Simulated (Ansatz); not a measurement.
Start from `CC1[SiH2]B1Cl` and change one atom or group to get `ClB1C[SiH2]1`.

Ansatz, PBE0-D4/def2-TZVP geometries, multiplicity 1. 

```
                                          property  `CC1[SiH2]B1Cl`
              HOMO–LUMO gap (PBE0/def2-TZVPP) / eV             5.24
  size of the dipole moment (B3LYP/def2-TZVPP) / D             1.57
             HOMO energy (ωB97M-V/def2-TZVPP) / eV            -8.86
size of the dipole moment (ωB97M-V/def2-TZVPP) / D             1.56
                 LUMO energy (PBE/def2-TZVPP) / eV            -2.45
           HOMO–LUMO gap (ωB97M-V/def2-TZVPP) / eV             9.28
```

What does the change do to each property? (Best estimate.)

Ansatz gave: 
| property | `ClB1C[SiH2]1` | shift |
| --- | --- | --- |
| HOMO–LUMO gap (PBE0/def2-TZVPP) / eV | 5.08 | -0.16 |
| size of the dipole moment (B3LYP/def2-TZVPP) / D | 1.25 | -0.32 |
| HOMO energy (ωB97M-V/def2-TZVPP) / eV | -8.92 | -0.06 |
| size of the dipole moment (ωB97M-V/def2-TZVPP) / D | 1.26 | -0.30 |
| LUMO energy (PBE/def2-TZVPP) / eV | -2.69 | -0.24 |
| HOMO–LUMO gap (ωB97M-V/def2-TZVPP) / eV | 9.17 | -0.11 |

Dipoles are sizes alone; their direction can turn.

B3LYP here is the variant with VWN-RPA as its local correlation; programs differ in this.
